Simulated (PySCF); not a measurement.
Vertical excitations of a molecule C3H9NSi from TDDFT-M06-2X/def2-SVPD run with PySCF 2.14.0, as energy in eV (oscillator strength): 5.92 (0.067), 6.68 (0.027), 6.92 (0.457), 7.28 (0.021), 7.47 (0.048), 7.61 (0.021), 7.84 (0.011), 7.93 (0.012), 8.00 (0.006), 8.04 (0.008). Lowest triplet (TDA): 4.49 eV. Geometry optimised at B3LYP-D3(BJ)/def2-SVP. The values are those of a single conformer.

Which molecule gave these data?
A. C/N=C(/C)[SiH3]
B. C1CN[SiH2]C1
C. [SiH3][C@H]1CCN1
D. NC/C=C/[SiH3]

D, NC/C=C/[SiH3]
